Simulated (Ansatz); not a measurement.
The cluster CsF2. Total charge 0; doublet. Geometry PBE0-D4/def2-TZVPD, that of the charge -1 singlet; atoms count from 1.

Cartesian coordinates in Å:
```
Cs -0.201 -0.264 -0.414
F -0.327 -1.847 1.674
F 0.527 2.111 -1.260
```

In the def2 sets Cs takes a core potential; there is no spin–orbit coupling. The structure comes from a short search, and lower isomers may exist.

Problem. Estimate the Mulliken populations from the PBE0/def2-TZVPD orbitals of Ansatz.

Solution. 
| atom | charge (e) | spin (α − β) |
| --- | --- | --- |
| Cs1 | 0.97 | 0.06 |
| F2 | -0.49 | 0.47 |
| F3 | -0.49 | 0.47 |
Mulliken values and Mayer orders depend strongly on the basis. With diffuse functions, as here, like atoms can get unlike values, and bond orders can come out too low or too high.

Problem. Where does the spin sit?

Solution. Summed by element: Cs 0.06, F 0.94, of 1 unpaired in all. Largest on single atoms: F2 0.47, F3 0.47, Cs1 0.06.
